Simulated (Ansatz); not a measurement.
System: sum formula H7Si2N2O, net charge 0, doublet state. It need not be the lowest isomer of its formula. 
Geometry from a B3LYP-D3(BJ)/def2-TZVP (Ansatz, an electronic-structure program) optimisation:
```xyz
12

N      1.2114     1.6992    -0.0968
Si     1.6224     0.0007    -0.0308
O      0.2797    -0.8880    -0.2528
Si    -1.3586    -0.6573    -0.2893
N     -1.9577     0.4558     0.8589
H      2.0100     2.3283     0.0145
H      2.2129    -0.2888     1.3001
H      2.5988    -0.3118    -1.1025
H     -1.6924    -0.1646    -1.6403
H     -1.9695    -1.9694    -0.0021
H     -2.1415     0.1827     1.8107
H     -1.7253     1.4348     0.7892
```
Charge 0, spin multiplicity 2.

Quantity: atomisation energy (electronic, to ground-state atoms), in kJ/mol. Valence correlation only, unless marked. UHF or UKS for open shells. Spin-orbit coupling is left out. Non-relativistic unless marked X2C. The coupled-cluster limit lacks core correlation, which all-electron functionals hold. Basis-set limits of correlation are two-point, X^-3; Hartree-Fock from the larger set.

| level | program | atomisation energy (kJ/mol) |
|---|---|---|
| PBE-D3(BJ)/def2-TZVPD | Ansatz + dftd3 | ___ |
| r2SCAN-D4/def2-TZVPD | Ansatz + dftd4 | 4081.1 |
| B97M-V/def2-TZVPD | Ansatz | ___ |
| PBE0/6-31G* | Ansatz | ___ |
| LC-wPBE-D4/def2-TZVPD | Ansatz + dftd4 | 4082.0 |
| wB97X-V/def2-TZVPD | Ansatz | 4123.3 |
| B2GP-PLYP/def2-TZVPD | Ansatz | 4021.3 |
| RPA@PBE/cc-pV(T+d)Z | Ansatz | ___ |
| X2C-CCSD(T)/cc-pVTZ-DK | Ansatz | 3917.2 |
| CCSD(T)/CBS(cc-pV(T+d)Z,cc-pV(Q+d)Z) | Ansatz | 4106.0 |

**Question.** What belongs in the gaps?

**Answer.** 
- PBE-D3(BJ)/def2-TZVPD, atomisation energy (kJ/mol): 4113.1
- B97M-V/def2-TZVPD, atomisation energy (kJ/mol): 4096.6
- PBE0/6-31G*, atomisation energy (kJ/mol): 3911.8
- RPA@PBE/cc-pV(T+d)Z, atomisation energy (kJ/mol): 3825.5
